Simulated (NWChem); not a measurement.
Species: SiH$_{3}$OF; SMILES O[SiH2]F

```xyz
6

Si    -0.4565     0.0179    -0.0002
O      0.4791    -1.3426    -0.0025
F      0.5019     1.3167    -0.0008
H     -1.2949     0.0550    -1.2211
H     -1.2931     0.0579     1.2220
H      1.4390    -1.2321     0.0103
```
Atoms are numbered in this order, from 1.

This is a stationary point of B3LYP/6-31G* (spherical d) (NWChem), point group C1. 

**Question.** Is it a minimum? If not, what does it relax to?

**Answer.** No. It has an imaginary frequency of 299i cm⁻¹. Following that mode (on a finer grid) lowers the energy by 1.4 kcal/mol and ends, with real frequencies alone, at point group C1:
```xyz
6

Si    -0.4328     0.0479    -0.0345
O      0.5924    -1.2340    -0.2067
F      0.3694     1.4458    -0.0795
H     -1.3520    -0.0169    -1.1876
H     -1.1376     0.0111     1.2724
H      1.1907    -1.4277     0.5282
```
